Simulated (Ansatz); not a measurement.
C₂H₁₀BOP at its PBE0-D4/def2-TZVP geometry, where that method's forces vanish. Charge 0, multiplicity 1. The bonds changed during the relaxation, so this is another structure than the one it started from.

```csv
atom,x (Å),y (Å),z (Å)
C1,-1.0620,1.5768,-0.5391
B2,-0.1113,0.8318,0.4700
C3,1.4517,0.9171,0.3631
O4,-0.6194,0.0729,1.4867
P5,-0.0656,-2.4380,-0.7558
H6,-1.0556,1.0280,-1.4886
H7,-2.1040,1.6476,-0.2124
H8,-0.7063,2.5848,-0.7696
H9,1.7817,1.9282,0.6302
H10,1.7912,0.7546,-0.6643
H11,1.9649,0.2139,1.0213
H12,-1.5798,0.0812,1.5095
H13,0.2248,-3.6884,-1.3637
H14,1.0452,-2.5034,0.1221
H15,-0.9555,-3.0072,0.1907
```

Problem. For each bond, give half the difference of the two atoms' forces along it (eV/Å; positive pushes the atoms apart) under PBE-D4, r2SCAN-D4, B3LYP-D4, ωB97M-V in def2-TZVPP. (An estimate is asked.)

Solution. The calculation gave: 
```tsv
bond	length (Å)	PBE-D4	r2SCAN-D4	B3LYP-D4	ωB97M-V
C1–B2	1.574	-0.15	-0.06	0.03	0.04
C1–H6	1.097	0.13	-0.01	-0.05	-0.06
C1–H7	1.094	0.12	-0.01	-0.03	-0.06
C1–H8	1.093	0.13	-0.01	-0.04	-0.06
B2–C3	1.569	-0.11	-0.04	0.01	0.02
B2–O4	1.367	0.32	0.21	0.10	0.15
C3–H9	1.097	0.13	0.00	-0.03	-0.06
C3–H10	1.094	0.13	-0.01	-0.04	-0.05
C3–H11	1.091	0.11	-0.02	-0.04	-0.05
O4–H12	0.961	0.40	0.01	-0.02	-0.09
P5–H13	1.420	0.22	0.01	-0.04	-0.13
P5–H14	1.417	0.22	0.01	-0.05	-0.12
P5–H15	1.418	0.22	0.01	-0.04	-0.12
```

B3LYP here is the variant with VWN-RPA as its local correlation; programs differ in this.

Program: Ansatz 0.2.0.
